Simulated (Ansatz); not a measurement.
Reaction (redistribution): `FC(F)(F)[O][GeH2][Cl]` + `CO[SiH3]` → `C[O][GeH2][Cl]` + `FC(F)(F)O[SiH3]`

Isolated molecules relaxed with PBE0-D4/def2-TZVP in Ansatz; ΔE leaves out vibrations. CCSD(T)/CBS is the MP2 limit (def2-TZVPP, def2-QZVPP) plus CCSD(T) − MP2 in def2-TZVPP, frozen cores. Functionals use def2-TZVPP. B3LYP here is the variant with VWN-RPA as its local correlation; programs differ in this. For Ge outer-core shells are correlated without core-valence functions, which leaves a few kJ/mol of doubt a bond. Scalar relativity is left out up to krypton. Each species was taken in one conformer, which may not be the lowest.

(1) Is it downhill or uphill in electronic energy at CCSD(T)/CBS, and by how much? (Estimate.)

(2) What do these levels give: PBE0-D4, B3LYP-D4, ωB97X-V, PBE0, MP2/def2-TZVPP, SCS-MP2/def2-TZVPP? (Best estimate.)

Largest T1 diagnostic among the species: 0.012.

Results:

(1) Ansatz gave: Uphill: ΔE = +0.10 eV.

(2) Computed: PBE0-D4 0.13, B3LYP-D4 0.14, ωB97X-V 0.13, PBE0 0.11, MP2/def2-TZVPP 0.11, SCS-MP2/def2-TZVPP 0.11 eV.
